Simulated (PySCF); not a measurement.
## A run, input to output

The script drives PySCF SCF with an in-house response code with single-precision fitted integrals, so total energies wander by about 1e-6 Eh between cycles (the fitting error itself is about 1e-3 Eh and cancels in differences); atoms count from 0. Pop asks for populations, which are stored and not printed.

Job and coordinates (Å):

```
{"job": {"kind": "nmr", "basis": "pcSseg-1", "pop": false, "xc": "PBE"}, "charge": 0, "multiplicity": 1}
C      3.143220    -2.250901    -1.859935
Si     2.435243    -1.077996    -0.539326
C      0.600635    -0.915183    -0.774138
C     -0.597104    -0.792734    -0.900270
Si    -2.431871    -0.564033    -1.068797
C     -3.135352    -1.898973    -2.227746
C     -2.728292     1.196042    -1.702009
C     -3.544264     1.473356    -2.792634
C     -3.788703     2.776915    -3.186936
C     -3.215771     3.828448    -2.492585
C     -2.391113     3.570147    -1.409733
C     -2.152871     2.265648    -1.020967
C     -3.201779    -0.679269     0.660106
C     -2.490308    -1.206899     1.732410
C     -3.058059    -1.289222     2.991090
C     -4.352802    -0.843820     3.197551
C     -5.073417    -0.309403     2.142297
C     -4.499026    -0.227532     0.887096
C      3.202900     0.650582    -0.672324
C      2.490716     1.715687    -1.213366
C      3.056659     2.974201    -1.308538
C      4.350009     3.188097    -0.862679
C      5.071065     2.140093    -0.314846
C      4.498690     0.884945    -0.220243
C      2.728718    -1.691044     1.228363
C      2.148438    -0.999997     2.288877
C      2.384897    -1.373875     3.597989
C      3.212056    -2.451326     3.869944
C      3.789679    -3.155508     2.827579
C      3.547250    -2.776174     1.519217
H      2.731986    -3.250688    -1.759815
H      4.224799    -2.321685    -1.790681
H      2.899708    -1.891090    -2.854985
H     -2.891382    -2.889560    -1.856367
H     -2.722435    -1.809565    -3.227754
H     -4.216778    -1.832341    -2.301718
H     -3.997843     0.658759    -3.339293
H     -4.428456     2.974138    -4.035889
H     -3.410604     4.847046    -2.795109
H     -1.937666     4.388001    -0.867573
H     -1.513009     2.065535    -0.172717
H     -1.477616    -1.550638     1.574738
H     -2.489559    -1.700911     3.813153
H     -4.799490    -0.912188     4.178932
H     -6.082527     0.044843     2.301538
H     -5.062925     0.200445     0.068939
H      1.478950     1.552519    -1.557271
H      2.487452     3.790364    -1.730518
H      4.795422     4.169313    -0.940795
H      6.079081     2.304473     0.039948
H      5.063439     0.073082     0.218477
H      1.506841    -0.155709     2.077885
H      1.927745    -0.824405     4.408710
H      3.405290    -2.741937     4.892222
H      4.431530    -4.000198     3.035525
H      4.003968    -3.330235     0.711327
```

Command:

```bash
OMP_NUM_THREADS=2 python large_run.py task.json out
```

Q: What does the program print?

A: 
```
start: PBE on a coarse grid of 46870 points
cycle   1  E = -1659.1314702120  dE =  4.086e+00  |g| = 1.213e+00  |ddm| = 7.928e+00
cycle   2  E = -1658.7290004434  dE =  4.025e-01  |g| = 1.733e+00  |ddm| = 3.179e+00
cycle   3  E = -1659.5351689951  dE = -8.062e-01  |g| = 1.467e-01  |ddm| = 2.081e+00
cycle   4  E = -1659.5367091582  dE = -1.540e-03  |g| = 1.193e-01  |ddm| = 2.773e-01
cycle   5  E = -1659.5405829941  dE = -3.874e-03  |g| = 3.096e-02  |ddm| = 1.560e-01
cycle   6  E = -1659.5408332285  dE = -2.502e-04  |g| = 1.229e-02  |ddm| = 5.949e-02
cycle   7  E = -1659.5408815393  dE = -4.831e-05  |g| = 2.610e-03  |ddm| = 2.002e-02
final grid: 423724 points
cycle   8  E = -1659.7885737323  dE = -1.253e-04  |g| = 2.470e-02  |ddm| = 1.411e-01
cycle   9  E = -1659.7883697537  dE =  2.040e-04  |g| = 3.683e-02  |ddm| = 6.977e-02
cycle  10  E = -1659.7887221494  dE = -3.524e-04  |g| = 7.775e-03  |ddm| = 4.451e-02
cycle  11  E = -1659.7887381082  dE = -1.596e-05  |g| = 2.390e-03  |ddm| = 9.503e-03
cycle  12  E = -1659.7887388733  dE = -7.650e-07  |g| = 1.219e-03  |ddm| = 2.831e-03
cycle  13  E = -1659.7887393836  dE = -5.103e-07  |g| = 1.906e-04  |ddm| = 1.180e-03
cycle  14  E = -1659.7887402132  dE = -8.296e-07  |g| = 6.774e-05  |ddm| = 3.333e-04
converged SCF energy = -1659.7887402132

GIAO shielding tensors (ppm)
atom      isotropic    diamagn.    paramagn.     s11        s22        s33       span
  0 C      183.822     256.785     -72.963    177.142    184.229    190.097     12.955
  1 Si     361.031     893.659    -532.628    341.783    359.918    381.392     39.609
  2 C       63.103     275.745    -212.642    -35.638    -26.982    251.928    287.567
  3 C       63.113     275.725    -212.612    -35.630    -26.975    251.945    287.575
  4 Si     361.066     893.655    -532.589    341.834    359.918    381.445     39.611
  5 C      183.861     256.764     -72.904    177.181    184.270    190.131     12.950
  6 C       41.286     269.327    -228.042    -47.643     -9.663    181.163    228.805
  7 C       46.298     250.776    -204.478    -67.334     36.773    169.454    236.788
  8 C       52.019     252.917    -200.898    -55.930     40.544    171.443    227.373
  9 C       49.845     254.582    -204.738    -57.150     34.282    172.402    229.552
 10 C       51.205     255.018    -203.812    -58.584     40.261    171.939    230.523
 11 C       42.622     258.192    -215.570    -68.465     25.258    171.073    239.538
 12 C       40.674     268.475    -227.801    -47.177    -11.093    180.291    227.468
 13 C       43.811     259.038    -215.227    -67.134     29.157    169.410    236.545
 14 C       51.872     255.139    -203.268    -56.467     41.131    170.951    227.418
 15 C       50.248     255.092    -204.844    -56.684     35.355    172.073    228.757
 16 C       51.937     253.195    -201.259    -56.358     40.735    171.434    227.792
 17 C       45.398     251.426    -206.028    -65.588     29.647    172.136    237.723
 18 C       40.690     268.488    -227.798    -47.138    -11.097    180.304    227.442
 19 C       43.816     259.059    -215.243    -67.148     29.197    169.398    236.547
 20 C       51.896     255.158    -203.262    -56.410     41.110    170.988    227.398
 21 C       50.273     255.108    -204.835    -56.642     35.370    172.091    228.733
 22 C       51.927     253.217    -201.290    -56.401     40.744    171.439    227.840
 23 C       45.405     251.447    -206.043    -65.597     29.683    172.129    237.726
 24 C       41.271     269.350    -228.079    -47.650     -9.698    181.161    228.811
 25 C       42.632     258.153    -215.522    -68.472     25.295    171.071    239.543
 26 C       51.223     255.013    -203.790    -58.563     40.263    171.968    230.532
 27 C       49.871     254.554    -204.684    -57.108     34.299    172.421    229.529
 28 C       52.033     252.907    -200.875    -55.900     40.526    171.472    227.372
 29 C       46.296     250.770    -204.474    -67.345     36.794    169.439    236.783
 30 H       30.847      34.428      -3.581     27.266     27.952     37.323     10.056
 31 H       30.967      30.321       0.646     26.615     28.253     38.033     11.419
 32 H       30.974      33.957      -2.983     26.366     29.758     36.796     10.430
 33 H       30.977      33.934      -2.957     26.369     29.759     36.803     10.433
 34 H       30.850      34.438      -3.588     27.268     27.953     37.330     10.062
 35 H       30.971      30.316       0.655     26.619     28.256     38.039     11.420
 36 H       23.787      33.542      -9.755     19.502     21.694     30.165     10.662
 37 H       23.988      27.167      -3.179     20.623     24.331     27.009      6.386
 38 H       24.027      28.148      -4.121     20.837     24.809     26.433      5.596
 39 H       23.994      35.228     -11.234     20.757     23.442     27.783      7.025
 40 H       23.678      44.067     -20.389     19.316     22.136     29.582     10.266
 41 H       23.423      42.426     -19.003     17.708     23.886     28.675     10.967
 42 H       24.172      35.063     -10.891     20.107     24.049     28.360      8.253
 43 H       24.216      28.467      -4.251     20.722     25.059     26.868      6.146
 44 H       24.273      27.465      -3.192     20.528     24.509     27.781      7.253
 45 H       24.451      33.228      -8.777     19.858     22.157     31.339     11.480
 46 H       23.423      42.448     -19.025     17.710     23.883     28.677     10.966
 47 H       24.176      35.094     -10.918     20.110     24.054     28.365      8.255
 48 H       24.217      28.492      -4.275     20.723     25.062     26.865      6.143
 49 H       24.274      27.474      -3.200     20.529     24.507     27.786      7.257
 50 H       24.452      33.229      -8.778     19.856     22.159     31.340     11.484
 51 H       23.676      44.061     -20.385     19.309     22.140     29.578     10.268
 52 H       23.996      35.222     -11.226     20.757     23.444     27.787      7.030
 53 H       24.028      28.127      -4.099     20.836     24.813     26.436      5.600
 54 H       23.989      27.152      -3.164     20.625     24.331     27.011      6.386
 55 H       23.785      33.534      -9.748     19.500     21.692     30.164     10.664
```

The run took 2.2 min of wall time on 2 threads of Intel Xeon @ 2.70GHz (shared host), peak memory 1.3 GiB.
